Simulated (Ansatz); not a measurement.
`[OH][GeH]([OH])[OH]` and `[OH][GeH]([OH])[CH2]F` differ in one atom or group.

Ansatz, PBE0-D4/def2-TZVP geometries, multiplicity 1. Each molecule was computed in one conformer, which needn't be the lowest.

Scalar relativity is left out up to krypton.

```tsv
property	`[OH][GeH]([OH])[OH]`
LUMO energy (B3LYP/def2-TZVPP) / eV	-0.17
HOMO–LUMO gap (ωB97M-V/def2-TZVPP) / eV	13.19
LUMO energy (ωB97M-V/def2-TZVPP) / eV	1.84
HOMO energy (B3LYP/def2-TZVPP) / eV	-8.65
HOMO–LUMO gap (PBE0/def2-TZVPP) / eV	9.15
HOMO–LUMO gap (B3LYP/def2-TZVPP) / eV	8.48
```

Q: What does the change do to each property? (An estimate is asked.)

A: Computed: 
```csv
property,`[OH][GeH]([OH])[CH2]F`,shift
LUMO energy (B3LYP/def2-TZVPP) / eV,-0.08,0.09
HOMO–LUMO gap (ωB97M-V/def2-TZVPP) / eV,12.53,-0.66
LUMO energy (ωB97M-V/def2-TZVPP) / eV,1.89,0.05
HOMO energy (B3LYP/def2-TZVPP) / eV,-8.12,0.53
HOMO–LUMO gap (PBE0/def2-TZVPP) / eV,8.62,-0.53
HOMO–LUMO gap (B3LYP/def2-TZVPP) / eV,8.04,-0.44
```

With PBE0 the HOMO rises by 0.58 eV and the LUMO rises by 0.05 eV, so the gap narrows by about 0.53 eV. PBE moves the HOMO by 0.40 eV and ωB97M-V by 0.71 eV.

B3LYP here is the variant with VWN-RPA as its local correlation; programs differ in this.
